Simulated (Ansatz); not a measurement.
Dissociation curve of LiNa, singlet.

Levels: UMP2 = MP2 on UHF/aug-cc-pVTZ, frozen core in Ansatz (a program for electronic structure); UCCSD(T) = Ansatz with CCSD(T) on UHF/aug-cc-pVTZ, frozen core; UCCSD = CCSD on UHF/aug-cc-pVTZ, frozen core (Ansatz).

Total energies in hartree (comparable only within one method and basis):

```csv
R / Å,UMP2,UCCSD(T),UCCSD
2.31,-169.29219,-169.30828,-169.30828
2.51,-169.30160,-169.31638,-169.31638
2.61,-169.30480,-169.31892,-169.31892
2.74,-169.30760,-169.32100,-169.32100
2.81,-169.30794,-169.32165,-169.32165
2.93,-169.30796,-169.32211,-169.32211
3.03,-169.30757,-169.32198,-169.32198
3.07,-169.30733,-169.32182,-169.32182
3.28,-169.30560,-169.32016,-169.32016
3.36,-169.30480,-169.31925,-169.31925
3.63,-169.30199,-169.31551,-169.31551
3.90,-169.29937,-169.31132,-169.31132
4.43,-169.29550,-169.30360,-169.30360
4.89,-169.29347,-169.29855,-169.29855
5.33,-169.29232,-169.29533,-169.29533
5.88,-169.29155,-169.29300,-169.29300
6.43,-169.29116,-169.29185,-169.29185
7.20,-169.29092,-169.29118,-169.29118
7.92,-169.29083,-169.29096,-169.29096
8.84,-169.29078,-169.29084,-169.29084
```

The unrestricted determinant behind UMP2, UCCSD(T), UCCSD is spin-contaminated at 2.31 to 8.84 Å (<S²> up to 1.0, against 0.00 for a pure singlet). With two correlated electrons CCSD is exact in the basis where it finds the lowest root (UCCSD(T), UCCSD).
